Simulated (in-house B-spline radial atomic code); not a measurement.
RPA and G0W0 on LDA exchange-only: O VI (O5+)

Configuration [He] 2s1, highest spin, mean-field start LDA exchange-only. Computed with a B-spline radial code for spherical atoms: all electrons, non-relativistic, point nucleus, each spin shell either full or empty, empty states to l = 9 with an (l + 1/2)⁻⁴ tail; G0W0 by contour deformation at full frequency.

Command:
```bash
python run_gw.py task.json out
```
Settings (radii: box in bohr, nucleus in fm):
```
Z                        8
electrons                3
configuration            [He] 2s1
hamiltonian              nr
method                   lda,
lmax                     9
spin_polarised           True
box_radius               10.43
intervals                44
ion_configuration        1s2
```

Cost of the run: 1.3 s on 1 thread of Arm Neoverse N1, with other jobs on the host.

Energies (hartree):

```tsv
term	value
mean-field total	-63.46311
Hartree-Fock functional on these orbitals	-64.17414
direct second order	-0.1834
second-order exchange	0.13124
SOSEX correction	0.10601
```

(1) What is the RPA correlation energy, and what remains with SOSEX?

Quasi-particle levels (eV):

```json
{"level": "2s up", "occupied": "yes", "mean field": "-126.50", "Σx - vxc": "-11.46", "Σc": "?", "QP weight": "?", "G0W0": "?"}
{"level": "1s down", "occupied": "yes", "mean field": "-646.56", "Σx - vxc": "-54.98", "Σc": "4.62", "QP weight": "0.904", "G0W0": "-696.92"}
{"level": "1s up", "occupied": "yes", "mean field": "-648.44", "Σx - vxc": "-56.59", "Σc": "5.13", "QP weight": "0.886", "G0W0": "-699.90"}
{"level": "2s down", "occupied": "no", "mean field": "-115.28", "Σx - vxc": "4.69", "Σc": "-3.41", "QP weight": "0.908", "G0W0": "-114.00"}
```

G0W0 = mean field + (Σx - vxc) + Σc, with Σc (partial-wave tail included) taken at the quasi-particle energy.

(2) Where does G0W0 put 2s up?

(3) What does it cost to remove one electron (to 1s2) by differences of total energies, each species on its own start (correlation terms add to the Hartree-Fock functional)?

Results:

(1) RPA gives -0.15587 hartree (-1.41 eV per electron); RPA + SOSEX gives -0.049865, and the second-order doubles -0.052166 hartree (no singles). SOSEX takes back 68 % of the RPA value.

(2) At -139.80 eV, with Σc = -1.84 eV and a quasi-particle weight of 0.958. The tabulated removal energy is 138.119 ± 0.0021 eV (NIST, semi-empirical).

(3) LDA exchange-only 136.74 eV, Hartree-Fock functional 137.86 eV, + RPA 139.62 eV, + RPA + SOSEX 137.98 eV, + second order 138.00 eV. Tabulated: 138.119 ± 0.0021 eV (NIST, semi-empirical).
